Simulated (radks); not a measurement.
Results of a calculation; reference values are marked as such.
Isoelectronic series with 3 electrons, all held in the configuration [He] 2s1, which need not be the ground one along the series. Level of theory: Dirac Kohn-Sham, PBE, spin-unpolarised, spherical densities, finite nucleus; Fermi nuclear charge, rms radius of each element as measured or else 0.836 A^(1/3) + 0.57 fm (a radial shooting solver on a logarithmic mesh with Libxc functionals). Total energies (hartree) and orbital eigenvalues (eV):

ion    E (hartree)      2s1/2      1s1/2
Li        -7.45220    -2.8742   -51.8544
C3+      -34.70685   -56.1054  -331.8799
F6+      -82.27396  -171.0132  -857.8672
Mg9+    -150.22008  -347.5556  -1630.180
P12+    -238.64754  -586.0508  -2649.924
Ar15+   -347.69066  -886.9519  -3918.613
Sc18+   -477.51659  -1250.835  -5438.147
Cr21+   -628.32633  -1678.403  -7210.827
Co24+   -800.35623  -2170.487  -9239.369
Zn27+   -993.88002  -2728.057  -11526.92
As30+  -1209.21064  -3352.226  -14077.09
Kr33+  -1446.70400  -4044.264  -16893.99
Mo39+  -1989.82681  -5637.867  -23347.02
Rh42+  -2296.40718  -6542.857  -26994.13
Cd45+  -2627.05780  -7522.596  -30930.03
Sb48+  -2982.40319  -8579.343  -35161.93
Xe51+  -3363.12927  -9715.607  -39697.75
La54+   -3770.0085  -10934.20  -44546.45
Nd57+   -4203.8924  -12238.23  -49717.86
